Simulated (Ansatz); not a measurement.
Consider the isomerisation: `CO[Si]1(Cl)CO1` → `O[SiH2]/C(O)=C\Cl`.

Gas-phase electronic energies from Ansatz, PBE0-D4/def2-TZVP geometries. CCSD(T)/CBS adds triple-zeta CCSD(T) − MP2 to the extrapolated MP2 energy (def2 sets, frozen cores). DFT in def2-TZVPP. B3LYP here is the variant with VWN-RPA as its local correlation; programs differ in this. Each species was taken in one conformer, which may not be the lowest.

CCSD(T)/CBS gives +1.45 eV.

Problem. Another level gave +1.40 eV. Which?
A. ωB97M-V/def2-TZVPP
B. B3LYP-D4/def2-TZVPP
C. PBE/def2-TZVPP
D. ωB97X-V/def2-TZVPP

Solution. B. B3LYP-D4 1.40, ωB97X-V 1.52, ωB97M-V 1.48, PBE 1.36 eV.

Largest T1 diagnostic among the species: 0.012.

From PBE to PBE0 (25 % exact exchange), in def2-TZVPP and without D4, ΔE moves by +0.09 eV.
